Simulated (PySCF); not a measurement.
imidazole (C3H4N2), SMILES c1c[nH]cn1.

The structure is a stationary point at r2SCAN-D4/def2-SVP.

Method: TDDFT-PBE/def2-SVPD (PySCF 2.14.0).

Vertical excitations. Gas-phase values at a fixed geometry. State labels are in the subgroup Cs.

Problem. List the lowest excited states. (An estimate is asked for; the answer gives what the named calculation found.)

Solution. 
| state | symmetry | energy (eV) | λ (nm) | f | main pairs |
|---|---|---|---|---|---|
| S1 | A" | 5.58 | 222 | 0.000 | HOMO→LUMO+1 100 % |
| S2 | A" | 5.81 | 213 | 0.001 | HOMO−1→LUMO 97 % |
| S3 | A' | 6.10 | 203 | 0.020 | HOMO−1→LUMO+1 93 % |
| S4 | A' | 6.35 | 195 | 0.123 | HOMO→LUMO 71 %, HOMO→LUMO+2 13 % |
| S5 | A" | 6.67 | 186 | 0.027 | HOMO→LUMO+3 100 % |
| S6 | A" | 6.84 | 181 | 0.000 | HOMO→LUMO+4 99 % |
| S7 | A' | 6.88 | 180 | 0.050 | HOMO→LUMO+2 47 %, HOMO−2→LUMO 32 %, HOMO→LUMO 17 % |
| S8 | A" | 6.94 | 179 | 0.004 | HOMO−2→LUMO+1 95 % |
| S9 | A" | 7.04 | 176 | 0.005 | HOMO−1→LUMO+2 93 % |
| S10 | A' | 7.15 | 173 | 0.018 | HOMO−1→LUMO+3 99 % |
| T1 | A' | 4.51 | 275 | 0 | HOMO→LUMO 97 % |
| T2 | A" | 5.49 | 226 | 0 | HOMO−1→LUMO 95 % |
| T3 | A' | 5.50 | 225 | 0 | HOMO→LUMO+2 95 % |
| T4 | A" | 5.53 | 224 | 0 | HOMO→LUMO+1 99 % |
Triplets are in the Tamm–Dancoff approximation, which puts them higher than full response would, so one can lie above its singlet here.
